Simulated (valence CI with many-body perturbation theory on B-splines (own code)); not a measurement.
The numbers below are computed, except where a source is named.
Ir⁵⁵⁺: magnetic and hyperfine properties of the levels

Method: relativistic CI+MBPT: four valence electrons over a frozen Dirac-Fock core [Ar], radial functions for each j: 9 s, 9 p, 10 d, 8 f, 5 g, 3 h, 1 i, with the one-electron correlation potential Σ1, the two-electron term Σ2, the three-electron term Σ3, Breit, model QED; selected CI, second order for the rest (own B-spline code, finite nucleus).

No measured spectrum was set against this ion. As an estimate, large intervals hold to a few tenths of a per cent, small ones and those within an open d or f shell to about a per cent. The list stops below the first excitations out of the core. Only levels of the ground parity were solved; by the run's estimate the other parity begins above the list, which can be wrong where configurations are misplaced.

A/g_I is the dipole constant over the nuclear g factor μ/I (μ in nuclear magnetons, uniformly magnetised nucleus), B/Q the quadrupole constant per barn. Both hold the static response of the core; the bare values leave it out. Large factors of s and p1/2 electrons are usually good to 5 to 10 %; those of open d and f shells near neutrality can be off by tens of per cent, and small factors of p3/2, d and f electrons come from cancelling terms and can be off by a factor of two or in sign, in half-filled shells by more. B is blank for J = 1/2, where it vanishes, and for nearly pure S terms. Energies count from the lowest level. Levels with J = 0 are left out.

Levels are named by their leading jj configuration (3d3/2^4 stands for four electrons in 3d with j = 3/2), which in mixed levels can hold well under half, so a name can repeat and another be missing. Letters in brackets count levels of one name in rising energy.

| Level | E (eV) | g | A/g_I (MHz) | A/g_I bare | B/Q (MHz/b) | B/Q bare |
| --- | --- | --- | --- | --- | --- | --- |
| (3d3/2^3 3d5/2) J=1 | 78.79 | 1.489 | -8760 | -6990 | 21500 | 21700 |
| (3d3/2^3 3d5/2) J=4 | 91.12 | 1.055 | 73300 | 73600 | 8290 | 8140 |
| (3d3/2^3 3d5/2) J=2 | 94.93 | 1.184 | 50000 | 50800 | 69800 | 70400 |
| (3d3/2^3 3d5/2) J=3 | 98.37 | 1.103 | 66200 | 66700 | 56700 | 57200 |
| (3d3/2^2 3d5/2^2) J=2 [a] | 166.89 | 1.294 | 18000 | 19100 | 37700 | 38100 |
| (3d3/2^2 3d5/2^2) J=4 [a] | 169.53 | 1.135 | 58700 | 59300 | -27500 | -27900 |
| (3d3/2^2 3d5/2^2) J=3 [a] | 171.76 | 1.180 | 46400 | 47100 | 10800 | 10900 |
| (3d3/2^2 3d5/2^2) J=5 | 175.30 | 1.077 | 66200 | 66700 | 59400 | 59900 |
| (3d3/2^2 3d5/2^2) J=6 | 178.16 | 1.063 | 70700 | 71000 | 75200 | 75800 |
| (3d3/2^2 3d5/2^2) J=1 | 181.27 | 1.052 | 79300 | 79700 | 11600 | 11700 |
| (3d3/2^2 3d5/2^2) J=3 [b] | 184.08 | 1.053 | 76300 | 76600 | 13700 | 13800 |
| (3d3/2^2 3d5/2^2) J=4 [b] | 184.61 | 1.026 | 75700 | 76000 | -18500 | -18600 |
| (3d3/2^2 3d5/2^2) J=2 [b] | 186.79 | 1.071 | 68900 | 69300 | 32600 | 32900 |
| (3d3/2^2 3d5/2^2) J=2 [c] | 200.20 | 0.962 | 93200 | 93200 | -8560 | -8690 |
| (3d3/2^2 3d5/2^2) J=4 [c] | 205.83 | 1.173 | 51500 | 52300 | 113000 | 114000 |
| (3d3/2^2 3d5/2^2) J=2 [d] | 219.57 | 1.110 | 66400 | 67000 | -42900 | -43200 |

(1) Take the isotope of mass number 191, with I = 3/2, μ = 0.1502 μN and Q = 0.816 b. What is the hyperfine structure of (3d3/2^2 3d5/2^2) J=3 [a]?

## Answers

(1) From the table A = 4640 MHz, B = 8810 MHz. Shifts from the centre of gravity in MHz: F = 3/2: -22600, F = 5/2: -17600, F = 7/2: -4400, F = 9/2: 23100.
